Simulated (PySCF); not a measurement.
C6H5F3N (charge +1).
Z-matrix (Å and degrees, GFN2-xTB geometry), rows numbered from 1:
```
F 
C   1  1.3348
F   2  1.3292  1  108.03
F   2  1.3292  1  108.04  3  -117.18
C   2  1.5257  1  109.78  3   121.41
C   5  1.3931  2  119.91  1    89.41
C   6  1.3819  5  118.52  2  -179.20
N   7  1.3357  6  120.03  5     0.24
C   8  1.3358  7  122.77  6     0.15
C   9  1.3819  8  120.05  7    -0.19
H   6  1.0804  5  120.89  2     1.35
H   7  1.0812  6  121.70  5  -179.64
H   8  1.0206  7  118.61  6  -179.66
H   9  1.0811  8  118.27  7   179.88
H  10  1.0804  5  120.90  2    -1.33
```

NICS is the negative of the GIAO shielding at a point without a nucleus: at the ring centre (0) and 1 Å above and below it (1); zz is the component along the ring normal. Level: GIAO PBE0/pcSseg-1 (PySCF, non-relativistic, gas phase) on the GFN2-xTB geometry, one conformer.

Ring bond lengths (Å), with Mayer bond orders in brackets: C5–C6 1.393 (1.36), C6–C7 1.382 (1.45), C7–N8 1.336 (1.24), N8–C9 1.336 (1.24), C9–C10 1.382 (1.45), C10–C5 1.393 (1.36).

What do the NICS probes read (ppm)?

```tsv
ring	type	NICS(0)	NICS(1), two faces	NICS(1)zz, two faces	rms pucker (Å)	centre to ring atoms, mean (Å)
C5–C6–C7–N8–C9–C10	6-membered ring with N; formal bonds all aromatic	-8.6	-10.8 / -11.0	-27.1 / -27.4	0.00	1.37
```

What do they say, and how far can they be read as aromaticity?

- C5–C6–C7–N8–C9–C10: mean NICS(1)zz -27.2 ppm, shielded, aromatic by this magnetic criterion (flat ring, no four-coordinate atom).

How equal are the bonds by HOMA? HOMA = 1 − mean of α(R − Ropt)² over the ring bonds, with Krygowski's 1993 parameters (CC: Ropt 1.388 Å, α 257.7 Å⁻²; CN: Ropt 1.334 Å, α 93.52 Å⁻²).

- C5–C6–C7–N8–C9–C10: HOMA 0.99; the largest term is that of C6–C7, α(R − Ropt)² = 0.01. The geometric and the magnetic index point the same way.

How shielded are the nuclei of the rings and their hydrogens (means over atoms taken as equivalent)?

| atoms | environment | σ isotropic (ppm) |
| --- | --- | --- |
| C5 | substituted aromatic carbon | 21.9 |
| C6 (×2) | aromatic CH carbon | 50.9 |
| C7 (×2) | aromatic CH next to a ring nitrogen | 38.1 |
| N8 | pyridinium-type nitrogen | 53.8 |
| H11 (×2) | aromatic hydrogen | 22.69 |
| H12 (×2) | aromatic hydrogen | 22.66 |
| H13 | N–H hydrogen | 20.68 |

Hardware: one thread, Arm Neoverse V2, no GPU, on a shared host. Cost: 24 s. This is the whole shielding run at PBE0/pcSseg-1, SCF included.
